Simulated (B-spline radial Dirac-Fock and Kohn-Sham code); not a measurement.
# The O-like isoelectronic sequence (8 electrons), Z = 37 to 52

Level of theory: Dirac-Fock ΔSCF + Breit + QED; a radial B-spline solver. Binding energies in eV, tabulated ground configurations ([He] 2s2 2p4 throughout). The model has no electron correlation.

```
  ion       1s      2s  outermost level  NIST ionisation energy
Rb²⁹⁺  17019.4  3647.1      3459.5 (2p)                3443 ± 8
Sr³⁰⁺  18019.7  3881.0      3683.1 (2p)                3664 ± 8
Zr³²⁺  20111.3  4372.1      4151.9 (2p)                4127 ± 9
Nb³³⁺  21202.9  4629.3      4397.1 (2p)                4369 ± 9
Mo³⁴⁺  22325.4  4894.4      4649.5 (2p)               4618 ± 10
Tc³⁵⁺  23478.9  5167.5      4909.3 (2p)               4874 ± 10
Ru³⁶⁺  24663.7  5448.6      5176.3 (2p)               5136 ± 11
Rh³⁷⁺        ?       ?                ?                       ?
Pd³⁸⁺  27128.0  6035.3      5732.3 (2p)               5683 ± 11
Ag³⁹⁺  28408.0  6340.9      6021.3 (2p)               5966 ± 12
Cd⁴⁰⁺  29720.2  6654.9      6317.8 (2p)               6257 ± 12
In⁴¹⁺  31064.9  6977.3      6621.7 (2p)               6554 ± 13
Sn⁴²⁺  32442.4  7308.2      6933.2 (2p)               6859 ± 13
Sb⁴³⁺  33853.0  7647.7      7252.1 (2p)                7167 ± 4
Te⁴⁴⁺  35296.9  7995.8      7578.6 (2p)                7485 ± 4
```

Question: Fill in the row of Rh³⁷⁺.

Answer: 1s 25880.0, 2s 5737.9, outermost 5450.6 (2p), NIST 5406 ± 11 eV.

NIST's values are for the lowest levels; a dash marks a value that is missing or belongs to another shell. Their kind here: semi-empirical, theoretical. Where a p, d or f shell is open in either ion the computed value averages over both j values and all terms, while the table refers to the lowest levels; that difference holds spin-orbit splitting (largest in heavy or highly charged ions), term energies where several electrons share open shells, and correlation, and it can reach 10 % or more.
